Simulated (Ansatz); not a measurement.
Reaction (atomization): `C=NP[SiH3]` → C• + 6 H• + N• + P• + Si•

Isolated molecules relaxed with PBE0-D4/def2-TZVP in Ansatz; ΔE leaves out vibrations. CCSD(T)/CBS is the MP2 limit (def2-TZVPP, def2-QZVPP) plus CCSD(T) − MP2 in def2-TZVPP, frozen cores. This one scheme is used for every species, atoms too. Functionals use def2-TZVPP. B3LYP here is the variant with VWN-RPA as its local correlation; programs differ in this. No spin–orbit coupling; open shells (•) take unrestricted orbitals. Spin–orbit coupling would lower the free atoms: a little for C, Si. One conformer a species, not always the lowest.

```csv
level,ΔE (eV),difference from CCSD(T)/CBS
revPBE-D4,33.62,0.05
B3LYP-D4,33.94,0.37
PBE-QIDH,33.08,-0.49
PBE,34.06,0.49
BLYP,33.48,-0.09
B3LYP,33.56,-0.01
BHLYP,32.58,-0.99
LC-ωPBE,33.19,-0.38
CCSD(T)/def2-SVP,30.97,-2.60
HF/CBS(def2),23.30,-10.27
CCSD(T)/CBS,33.57,0
```

What do rigid-rotor, harmonic-oscillator terms from PBE0-D4/def2-TZVP frequencies (298.15 K, 1 bar) make of the CCSD(T)/CBS value? (Best estimate.)

The calculation gave: ΔZPE = -1.77 eV, ΔH = +32.23 eV, ΔS = 994 J/(mol·K), ΔG = +29.16 eV. Open shells count their whole term as degenerate.

Largest T1 diagnostic among the species: 0.015.

Leaving LDA and LC-ωPBE aside and taking each functional with its dispersion term where it has one, the values, not all of them listed here, spread over 1.42 eV, from BHLYP-D4 to PBE-D4. LDA lies +4.43 eV from PBE without D4, its usual overbinding. From r2SCAN to r2SCAN0 (25 % exact exchange), in def2-TZVPP and without D4, ΔE moves by −0.59 eV: exact exchange takes away binding that semilocal exchange gives to molecules. The D4 term adds +0.38 eV with B3LYP and +0.20 eV with PBE0; it sums over pairs of atoms, weighted by their polarisabilities, and B3LYP, whose exchange is more repulsive, gets the larger term.

For atomizations the MP2-based limit and the directly extrapolated one differ by several kJ/mol either way, and by 10 to 25 for some Ge, Se and Sn compounds, so smaller differences from it don't rank the levels.
